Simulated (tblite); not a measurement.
Compound: C5H6F3Si (doublet state).
SMILES with atom numbers: `[CH3:1][C:2]#[C:3][Si@@H:4]([CH2:5][F:6])[C:7]([F:8])[F:9]` (hydrogens: H10, H11, H12 on C1; H13 on Si4; H14, H15 on C5)

Structure optimised with GFN2-xTB, isolated species. This method treats the open shell by occupation alone, without spin polarisation.

Question: Give the optimised bond lengths and angles.

Answer: 
| bond | length (Å) |
| --- | --- |
| C1–C2 | 1.442 |
| C2≡C3 | 1.208 |
| C3–Si4 | 1.845 |
| Si4–C5 | 1.918 |
| C5–F6 | 1.380 |
| Si4–C7 | 1.877 |
| C7–F8, C7–F9 | 1.333 |
| C1–H10, C1–H11, C1–H12 | 1.090 |
| Si4–H13 | 1.460 |
| C5–H14 | 1.093 |
| C5–H15 | 1.093 |

Bonds in one row agree within 0.01 Å and their mean is given. A selection of angles:
| angle | degrees |
| --- | --- |
| C1–C2–C3 | 178.8 |
| C2–C3–Si4 | 176.7 |
| C3–Si4–C5 | 106.0 |
| C3–Si4–C7 | 112.5 |
| C5–Si4–C7 | 105.8 |
| Si4–C5–F6 | 110.5 |
| Si4–C7–F8 | 123.8 |
| Si4–C7–F9 | 122.4 |
| F8–C7–F9 | 108.6 |

Dihedral angles: C3–Si4–C5–F6 -174° (antiperiplanar); C3–Si4–C7–F8 -69° (synclinal).

The C–Si distances run from 1.845 Å (C3–Si4, drawn single) to 1.918 Å (Si4–C5, drawn single), a spread of 0.073 Å. C7 (carbon bonded to 2 F and Si) has angles 123.8°, 122.4° and 108.6°, sum 354.8°, 0.20 Å off the plane of its three neighbours. Si4 (silicon bonded to 3 C and H) is distorted tetrahedral (angles from 105.8° to 113.7°). The 3 C–F bonds span 1.333 Å (C7–F8, drawn single) to 1.380 Å (C5–F6, drawn single), a spread of 0.047 Å. The 2 C–C bonds span 1.208 Å (C2≡C3, drawn triple) to 1.442 Å (C1–C2, drawn single), a spread of 0.234 Å.

Point group: C1 (no symmetry element, even within 0.4 Å). GFN2-xTB frequencies show an imaginary mode (25i cm⁻¹), so the point is no minimum at that level. 3 starts were optimised and ended at 0.00, 0.40 and 0.86 kcal/mol (GFN2-xTB); the lowest of these is shown.

The run took 0.31 s wall on an Arm Neoverse V2 with one thread, shared host with 192 logical CPUs at a one-minute load of 185. These figures are those of the optimisation.

One conformer stands for the species.

The numbers are calculated, not measured.
